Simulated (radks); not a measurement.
Results of a calculation; reference values are marked as such.
Br XIV, 22 electrons, occupied as [Ar] 3d4. Code: a radial shooting solver on a logarithmic mesh with Libxc functionals. Model: scalar-relativistic Kohn-Sham, PBE, spin-polarised, spherical densities, finite nucleus; open shells are filled with parallel spins first; Fermi nuclear charge, rms radius 4.1629 fm. Some entries of the table are withheld. Estimate them.

orbital,occ.,eigenvalue (hartree),<1/r> (bohr^-1)
1s up,1,-503.7545,35.65
1s down,1,-503.7538,35.65
2s up,1,-78.19488,7.908
2s down,1,-77.96706,7.926
2p up,3,-70.67984,7.735
2p down,3,-70.51004,7.750
3s up,1,-21.48176,2.808
3s down,1,-21.15929,2.788
3p up,3,(1),2.692
3p down,3,(2),2.670
3d up,4,-15.26776,(3)
3d down,0,-14.90030,(4)

Answer. 
(1) 3p up eigenvalue (hartree): -19.07288
(2) 3p down eigenvalue (hartree): -18.74667
(3) 3d up <1/r> (bohr^-1): 2.509
(4) 3d down <1/r> (bohr^-1): 2.490
